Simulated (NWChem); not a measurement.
**Electron attachment to HSb**

```
Sb
H 1 1.7248
```
Charge 0, spin multiplicity 3.

Everything below was run with NWChem. Structure: optimised with UPBE0/def2-SVP with def2 effective core potentials on Sb, a minimum by its harmonic frequencies.

Basis set: def2-TZVPD. −ε marks an orbital energy of the parent. The basis adds only a small set of diffuse functions.

Effective core potentials replace the inner electrons of Sb; spin-orbit coupling is left out. B3LYP has NWChem's definition, with VWN1-RPA local correlation. This spin state was chosen for the runs; another may lie lower. The structure started from a generated list of species. The unpaired electrons of the parent sit in orbitals of symmetry b1 and b2 (C2v labels of the run); other states weren't searched. No SCF solution was tested for a lower state. Open-shell Hartree-Fock references start from PBE0 orbitals.

Problem. For the vertical electron affinity, −ε(beta LUMO) of B3LYP gives 3.32 eV and −ε(beta LUMO) of BHandHLYP gives 2.17 eV. What do −ε(beta LUMO) of PBE, −ε(beta LUMO) of r2SCAN, −ε(beta LUMO) of HF give?

Solution. −ε(beta LUMO) of PBE: 3.76 eV; −ε(beta LUMO) of r2SCAN: 3.27 eV; −ε(beta LUMO) of HF: -0.54 eV.
